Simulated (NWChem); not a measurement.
System: C$_{3}$H$_{3}$NS$_{2}$; SMILES c1ncc(S)s1

NWChem input:

```
start job
memory heap 200 mb stack 900 mb global 1100 mb
geometry units angstroms noautoz
  S      0.137618     2.096673     0.406008
  C     -0.066872     0.373153     0.153987
  C     -1.244537    -0.301953    -0.063441
  N     -1.153703    -1.656497    -0.138292
  C      0.075763    -2.044123     0.019157
  S      1.220292    -0.781065     0.290117
  H      0.724521     2.379950    -0.780720
  H     -2.210535     0.194629    -0.174242
  H      0.396481    -3.088654    -0.018448
end
basis spherical
  * library def2-svp
end
dft
  xc mn15-l
  iterations 150
  mulliken
end
task dft energy
```

Output (shortened):

```
             Northwest Computational Chemistry Package (NWChem) 7.3.0
             --------------------------------------------------------

 C1  symmetry detected

                             Geometry "geometry" -> ""
                             -------------------------

 Output coordinates in angstroms (scale by  1.889725989 to convert to a.u.)

  No.       Tag          Charge          X              Y              Z
 ---- ---------------- ---------- -------------- -------------- --------------
    1 S                   16.0000    -0.05638771     2.15761193     0.05941489
    2 C                    6.0000    -0.18015205     0.41002817    -0.02111651
    3 C                    6.0000    -1.32944634    -0.34419956    -0.00693649
    4 N                    7.0000    -1.16067813    -1.69317129     0.01393194
    5 C                    6.0000     0.10162619    -1.99846422     0.01777530
    6 S                   16.0000     1.18689027    -0.65649865     0.01434608
    7 H                    1.0000     0.33448334     2.36580004    -1.21999977
    8 H                    1.0000    -2.33212613     0.08780078    -0.01256013
    9 H                    1.0000     0.48218205    -3.02340074     0.01652709

 Effective nuclear repulsion energy (a.u.)     330.1435436356

                                 NWChem DFT Module
                                 -----------------

 Summary of "ao basis" -> "ao basis" (spherical)
 ------------------------------------------------------------------------------
       Tag                 Description            Shells   Functions and Types
 ---------------- ------------------------------  ------  ---------------------
 S                          def2-svp                 8       18   4s3p1d
 C                          def2-svp                 6       14   3s2p1d
 N                          def2-svp                 6       14   3s2p1d
 H                          def2-svp                 3        5   2s1p

            General Information
            -------------------
          SCF calculation type: DFT
          Wavefunction type:  closed shell.
          No. of atoms     :     9
          No. of electrons :    60
           Alpha electrons :    30
            Beta electrons :    30
          Charge           :     0
          Spin multiplicity:     1
          Use of symmetry is: off; symmetry adaption is: off
          Maximum number of iterations: 150
          AO basis - number of functions:   107
                     number of shells:    49
          Convergence on energy requested:  1.00D-06
          Convergence on density requested:  1.00D-05
          Convergence on gradient requested:  5.00D-04

              XC Information
              --------------
                       MN15-L Method XC Functional
                        MN15-L Exchange Functional  1.000
                      MN15-L Correlation Potential  1.000

             Grid Information
             ----------------
          Grid used for XC integration:  medium
          Radial quadrature: Mura-Knowles
          Angular quadrature: Lebedev.
          Tag              B.-S. Rad. Rad. Pts. Rad. Cut. Ang. Pts.
          ---              ---------- --------- --------- ---------
          S                   1.00       88          12.0       590
          C                   0.70       49          11.0       434
          N                   0.65       49          11.0       434
          H                   0.35       45          13.0       434
          Grid pruning is: on
          Number of quadrature shells:   507
          Spatial weights used:  Erf1

      Superposition of Atomic Density Guess
      -------------------------------------

 Sum of atomic energies:        -963.31108711

      Non-variational initial energy
      ------------------------------

 Total energy =    -966.660270
 1-e energy   =   -1982.631794
 2-e energy   =     685.827980
 HOMO         =      -0.240265
 LUMO         =       0.002056

     ---------------------------------------------
      Total Density - Mulliken Population Analysis
     ---------------------------------------------

    Atom       Charge   Shell Charges
 -----------   ------   -------------------------------------------------------
    1 S   16    16.14   2.00  1.99  1.19  0.62  5.94  1.77  2.58  0.05
    2 C    6     6.10   1.99  0.97  0.22  1.77  1.10  0.05
    3 C    6     5.95   1.99  0.96  0.26  1.94  0.75  0.05
    4 N    7     7.53   1.99  1.08  0.51  2.43  1.48  0.03
    5 C    6     5.79   1.99  0.95  0.25  1.74  0.79  0.06
    6 S   16    15.86   2.00  1.99  1.19  0.65  5.94  1.71  2.31  0.08
    7 H    1     0.81   0.59  0.19  0.03
    8 H    1     0.93   0.68  0.23  0.02
    9 H    1     0.90   0.67  0.21  0.02

   convergence    iter        energy       DeltaE   RMS-Dens  Diis-err
 ---------------- ----- ----------------- --------- --------- ---------
 d= 0,ls=0.0,diis     1   -966.4663499458 -1.30D+03  1.47D-02  7.44D-01
 d= 0,ls=0.0,diis     2   -966.3479437257  1.18D-01  1.21D-02  1.46D+00
 d= 0,ls=0.0,diis     3   -966.5167630023 -1.69D-01  4.57D-03  1.62D-01
 d= 0,ls=0.0,diis     4   -966.5343583933 -1.76D-02  1.93D-03  3.31D-02
 d= 0,ls=0.0,diis     5   -966.5393710476 -5.01D-03  4.23D-04  1.22D-03
  Resetting Diis
 d= 0,ls=0.0,diis     6   -966.5395139472 -1.43D-04  1.80D-04  3.46D-04
 d= 0,ls=0.0,diis     7   -966.5395597210 -4.58D-05  1.37D-04  3.23D-05
 d= 0,ls=0.0,diis     8   -966.5395458270  1.39D-05  9.46D-05  1.27D-04
 d= 0,ls=0.0,diis     9   -966.5395644288 -1.86D-05  1.21D-05  1.47D-06
 d= 0,ls=0.0,diis    10   -966.5395646505 -2.22D-07  2.63D-06  6.59D-08

         Total DFT energy =     -966.539564650532
      One electron energy =    -1983.599080331654
           Coulomb energy =      762.134851659631
    Exchange-Corr. energy =      -75.218879614126
 Nuclear repulsion energy =      330.143543635618

 Numeric. integr. density =       59.999975870480

                       DFT Final Molecular Orbital Analysis
                       ------------------------------------

 Vector   28  Occ=2.000000D+00  E=-2.748233D-01
              MO Center= -5.2D-01, -8.6D-01, -2.5D-02, r^2= 4.2D+00
   Bfn.  Coefficient  Atom+Function         Bfn.  Coefficient  Atom+Function
  ----- ------------  ---------------      ----- ------------  ---------------
    50      0.313053  4 N  px                51      0.265207  4 N  py
    85     -0.242337  6 S  px                53     -0.241105  4 N  px
    11     -0.234277  1 S  px                54     -0.208361  4 N  py
    87      0.191900  6 S  pz                48      0.180132  4 N  s
    49      0.173305  4 N  s                  8     -0.166743  1 S  px

 Vector   29  Occ=2.000000D+00  E=-2.526407D-01
              MO Center= -3.3D-01,  1.5D-02, -1.4D-02, r^2= 4.4D+00
   Bfn.  Coefficient  Atom+Function         Bfn.  Coefficient  Atom+Function
  ----- ------------  ---------------      ----- ------------  ---------------
    11      0.334760  1 S  px                24      0.247879  2 C  pz
     8      0.232749  1 S  px                38      0.225272  3 C  pz
    66     -0.216813  5 C  pz                27      0.212538  2 C  pz
    87     -0.187194  6 S  pz                69     -0.180637  5 C  pz
    51      0.155212  4 N  py                41      0.153743  3 C  pz

 Vector   30  Occ=2.000000D+00  E=-2.345118D-01
              MO Center= -2.2D-01,  7.2D-01,  2.7D-02, r^2= 4.3D+00
   Bfn.  Coefficient  Atom+Function         Bfn.  Coefficient  Atom+Function
  ----- ------------  ---------------      ----- ------------  ---------------
    11      0.449479  1 S  px                 8      0.294897  1 S  px
    24     -0.230394  2 C  pz                38     -0.215457  3 C  pz
    66      0.212566  5 C  pz                27     -0.197334  2 C  pz
    13      0.195892  1 S  pz                69      0.178149  5 C  pz
     5      0.168517  1 S  px                41     -0.151520  3 C  pz

 Vector   31  Occ=0.000000D+00  E=-6.298936D-02
              MO Center=  4.8D-02, -6.2D-01, -6.2D-02, r^2= 4.0D+00
   Bfn.  Coefficient  Atom+Function         Bfn.  Coefficient  Atom+Function
  ----- ------------  ---------------      ----- ------------  ---------------
    87      0.484300  6 S  pz                69     -0.453730  5 C  pz
    27     -0.438812  2 C  pz                66     -0.373791  5 C  pz
    24     -0.317003  2 C  pz                94     -0.304477  7 H  s
    41      0.292089  3 C  pz                84      0.216733  6 S  pz
    55      0.212629  4 N  pz                38      0.208483  3 C  pz

 Vector   32  Occ=0.000000D+00  E= 6.563572D-03
              MO Center=  1.1D-01,  1.1D-01, -1.7D-01, r^2= 5.3D+00
   Bfn.  Coefficient  Atom+Function         Bfn.  Coefficient  Atom+Function
  ----- ------------  ---------------      ----- ------------  ---------------
    86     -0.628215  6 S  py                94     -0.610312  7 H  s
    21      0.603581  2 C  s                 63     -0.443773  5 C  s
    13     -0.393617  1 S  pz                12      0.381797  1 S  py
    25      0.371031  2 C  px                55     -0.355441  4 N  pz
    41      0.301830  3 C  pz                69      0.274576  5 C  pz

 Vector   33  Occ=0.000000D+00  E= 1.462426D-02
              MO Center=  2.9D-01, -5.6D-01, -3.2D-02, r^2= 4.3D+00
   Bfn.  Coefficient  Atom+Function         Bfn.  Coefficient  Atom+Function
  ----- ------------  ---------------      ----- ------------  ---------------
    86      0.847413  6 S  py                63      0.773950  5 C  s
    21     -0.717587  2 C  s                 26      0.440670  2 C  py
    35      0.378987  3 C  s                 55     -0.313552  4 N  pz
   104     -0.313085  9 H  s                 41      0.307838  3 C  pz
    94     -0.297780  7 H  s                 99     -0.268096  8 H  s

     ---------------------------------------------
      Total Density - Mulliken Population Analysis
     ---------------------------------------------

[...]
```

Level: MN15-L/def2-SVP. All runs use the structure optimised with PBE0/def2-SVP.
